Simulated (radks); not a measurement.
Kr IX, 28 electrons, occupied as [Ar] 3d10.

Method: Dirac Kohn-Sham, LB94 model potential, spin-unpolarised, spherical densities, finite nucleus; Fermi nuclear charge, rms radius 4.1884 fm; computed with a radial shooting solver on a logarithmic mesh with Libxc functionals.

Energy parts (eV):
part                   energy
kinetic             77711.504
electron-nucleus  -178580.487
Hartree             27967.884
(The LB94 potential has no energy functional, so no total or exchange-correlation energy is given.)

Orbitals (lengths in bohr, moments of r in powers of bohr; <r^-3> diverges for s and p1/2):
orbital	occ.	eigenvalue (eV)	<1/r>	<r^-3>	small-component weight
1s1/2	2	-14401.54	36.81	-	1.71e-02
2s1/2	2	-2035.656	8.243	-	3.40e-03
2p1/2	2	-1858.519	8.233	-	3.42e-03
2p3/2	4	-1803.770	7.945	1447	3.33e-03
3s1/2	2	-413.5615	2.711	-	8.27e-04
3p1/2	2	-350.5853	2.609	-	7.84e-04
3p3/2	4	-342.5280	2.540	214.8	7.61e-04
3d3/2	4	-232.2091	2.325	28.95	6.59e-04
3d5/2	6	-230.8285	2.308	27.94	6.52e-04
4s1/2	0	-150.2576	1.086	-	2.29e-04
4p1/2	0	-131.3537	1.017	-	2.10e-04
4p3/2	0	-129.7373	1.002	43.51	2.07e-04

The highest occupied level is 3d5/2 at -230.83 eV. The density falls to 0.001 e/bohr^3 at r = 1.79 bohr. For comparison, the ionisation energy in NIST's Atomic Spectra Database is 233 eV (semi-empirical). In exact Kohn-Sham theory the highest level is minus the ionisation energy, but local and semilocal functionals leave it too shallow, through self-interaction and a potential that decays too fast; potentials with the right tail come closer.
